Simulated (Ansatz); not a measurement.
**Counterpoise correction, worked out**

The pair of Cu⁺ (SMILES [Cu+], atom 1) and F⁻ (SMILES [F-], atom 2), both closed shells, in one local arrangement (a lower one may exist), relaxed at PBE0-D4/def2-TZVP:

```xyz
2
angstrom
Cu -0.0000 -0.0000 -0.8824
F 0.0000 0.0000 0.8824
```

Computed with Ansatz 0.2.0 (basis: def2-TZVPPD); correlated methods freeze the cores. The 3s and 3p shells of Cu and Zn are frozen; filled d shells are correlated.

MP2 total energies in eV:

| system | geometry | basis functions | energy |
| --- | --- | --- | --- |
| pair | pair | all | -47325.55466 |
| Cu⁺ | as in the pair | all (partner as ghosts) | -44603.20456 |
| F⁻ | as in the pair | all (partner as ghosts) | -2714.17187 |
| Cu⁺ | as in the pair | its own | -44603.16471 |
| F⁻ | as in the pair | its own | -2714.14478 |
| Cu⁺ | free (PBE0-D4 minimum) | its own | -44603.16471 |
| F⁻ | free (PBE0-D4 minimum) | its own | -2714.14478 |

Q: Work out the interaction energy with and without the counterpoise correction, the superposition error, and the binding energy from the relaxed fragments.

A: Without correction: -47325.55466 − (-44603.16471) − (-2714.14478) = -8.24517 eV.
With correction (each fragment in the whole basis): -47325.55466 − (-44603.20456) − (-2714.17187) = -8.17823 eV = -188.59 kcal/mol.
The superposition error is the difference, 0.06694 eV, 1 % of the uncorrected value: each fragment borrows its partner's functions.
Deformation from the free shapes: 0.00000 eV for Cu⁺ and 0.00000 eV for F⁻.
Binding energy from relaxed fragments: -8.17823 + 0.00000 + 0.00000 = -8.17823 eV = -188.59 kcal/mol (electronic, without zero-point energy; negative means bound). For comparison, the corrected interaction energy by CCSD(T) at an estimated basis limit (MP2 extrapolated from triple and quadruple zeta, plus CCSD(T) − MP2 in triple zeta) is -8.362 eV.

No T1 diagnostic of these runs exceeds 0.037. The T1 diagnostic is large here, which may signal multireference character or strong orbital relaxation, so CCSD(T) is less sure.

For scale, one of the runs: CCSD(T)/def2-TZVPPD, 107 basis functions, launched by `ansatz run in.yaml --threads 2 --pin off --events-out ev --progress --plain --max-ram 5222MiB`. Hardware: 2 CPU threads of an Intel Xeon 6975P-C, shared host. Wall time about 2.2 s.
